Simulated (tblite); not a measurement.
Compound: C₅H₃O₂ (doublet state).
Bonds: O1–C2 (double), C2–C3, C3–C4 (aromatic), C4–C5 (aromatic), C5–C6 (aromatic), C6–O7 (aromatic), C3–O7 (aromatic). Hydrogens: H8 on C2; H9 on C4; H10 on C6.

Structure optimised with GFN2-xTB, isolated species. This method treats the open shell by occupation alone, without spin polarisation.

Problem. Give the optimised bond lengths and angles.

Solution. 
| bond | length (Å) | order |
| --- | --- | --- |
| O1=C2 | 1.204 | double |
| C2–C3 | 1.443 | single |
| C3–C4 | 1.387 | aromatic |
| C4–C5 | 1.390 | aromatic |
| C5–C6 | 1.362 | aromatic |
| C6–O7 | 1.340 | aromatic |
| C3–O7 | 1.362 | aromatic |
| C2–H8 | 1.108 | single |
| C4–H9 | 1.069 | single |
| C6–H10 | 1.071 | single |

Orders are formal, as drawn. A selection of angles:
| angle | degrees |
| --- | --- |
| O1–C2–C3 | 126.4 |
| O1–C2–H8 | 122.1 |
| C3–C2–H8 | 111.5 |
| C2–C3–C4 | 131.3 |
| C2–C3–O7 | 118.3 |
| C4–C3–O7 | 110.4 |
| C3–C4–C5 | 104.3 |
| C3–C4–H9 | 126.1 |
| C5–C4–H9 | 129.6 |
| C4–C5–C6 | 108.7 |
| C5–C6–O7 | 109.6 |
| C5–C6–H10 | 132.3 |
| O7–C6–H10 | 118.1 |
| C3–O7–C6 | 106.9 |

Torsions: O1–C2–C3–C4 0° (synperiplanar).

C2 (carbon bonded to C, O and H) is planar (angles 126.4°, 122.1° and 111.5°, sum 360.0°, 0.00 Å off the plane of its three neighbours). C6 (carbon bonded to C, O and H) is planar (angles 132.3°, 118.1° and 109.6°, sum 360.0°, 0.00 Å off the plane of its three neighbours). C3 (carbon bonded to 2 C and O) is planar (angles 131.3°, 118.3° and 110.4°, sum 360.0°, 0.00 Å off the plane of its three neighbours). C4 (carbon bonded to 2 C and H) is planar (angles 129.6°, 126.1° and 104.3°, sum 360.0°, 0.00 Å off the plane of its three neighbours). The 5-membered ring C3–C4–C5–C6–O7 has internal angles of 104.3° to 110.4°; it is planar, 0.00 Å rms from its mean plane, widest ring torsion 0°. The 3 C–O bonds span 1.204 Å (O1=C2, drawn double) to 1.362 Å (C3–O7, aromatic), a spread of 0.158 Å. O7 (oxygen bonded to 2 C) is bent (angle 106.9°).

Point group: Cs (tolerance 0.08 Å). Its GFN2-xTB frequencies are all real (lowest 149 cm⁻¹).

One conformer stands for the species.

These are computed values.
